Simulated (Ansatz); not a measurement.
C₃H₉AsS₃⁺, that is As(SMe)3 with one electron fewer. Charge 1, multiplicity 2. Geometry PBE-D4/def2-SVP, that of the neutral singlet; atoms count from 1.

```csv
atom,x (Å),y (Å),z (Å)
As1,-0.2245,0.0226,-0.0313
S2,0.6324,-1.1379,1.7243
C3,-0.5263,-2.5600,1.7176
H4,-1.5805,-2.2349,1.8207
H5,-0.2605,-3.1827,2.5941
H6,-0.4045,-3.1658,0.7986
S7,1.0982,1.8544,0.2091
C8,0.0535,2.8069,1.3781
H9,-0.9576,2.9987,0.9676
H10,0.5635,3.7780,1.5315
H11,-0.0251,2.2865,2.3525
S12,1.0287,-0.9840,-1.6372
C13,0.2554,-0.2258,-3.1178
H14,-0.8343,-0.4216,-3.1612
H15,0.7353,-0.6990,-3.9967
H16,0.4463,0.8646,-3.1500
```

Q: Estimate the Mulliken populations from the PBE0/def2-TZVP orbitals of Ansatz.

A: 
```json
{"atom": "As1", "charge (e)": "0.33", "spin (α − β)": "0.08"}
{"atom": "S2", "charge (e)": "0.03", "spin (α − β)": "0.30"}
{"atom": "C3", "charge (e)": "-0.36", "spin (α − β)": "-0.01"}
{"atom": "H4", "charge (e)": "0.18", "spin (α − β)": "0.01"}
{"atom": "H5", "charge (e)": "0.20", "spin (α − β)": "0.00"}
{"atom": "H6", "charge (e)": "0.18", "spin (α − β)": "0.01"}
{"atom": "S7", "charge (e)": "0.03", "spin (α − β)": "0.30"}
{"atom": "C8", "charge (e)": "-0.36", "spin (α − β)": "-0.01"}
{"atom": "H9", "charge (e)": "0.18", "spin (α − β)": "0.01"}
{"atom": "H10", "charge (e)": "0.20", "spin (α − β)": "0.00"}
{"atom": "H11", "charge (e)": "0.18", "spin (α − β)": "0.01"}
{"atom": "S12", "charge (e)": "0.03", "spin (α − β)": "0.30"}
{"atom": "C13", "charge (e)": "-0.36", "spin (α − β)": "-0.01"}
{"atom": "H14", "charge (e)": "0.18", "spin (α − β)": "0.01"}
{"atom": "H15", "charge (e)": "0.20", "spin (α − β)": "0.00"}
{"atom": "H16", "charge (e)": "0.18", "spin (α − β)": "0.01"}
```
Mulliken values depend strongly on the basis.

Q: Where does the spin sit?

A: Summed by element: As 0.08, S 0.90, C -0.04, H 0.06, of 1 unpaired in all. Largest on single atoms: S7 0.30, S2 0.30, S12 0.30.

Q: And the Mayer bond orders between heavy atoms (over 0.3)?

A: As1–S2 1.13 (2.27 Å); As1–S7 1.13 (2.27 Å); As1–S12 1.13 (2.27 Å); S2–C3 0.99 (1.83 Å); S7–C8 0.99 (1.83 Å); S12–C13 0.99 (1.83 Å).
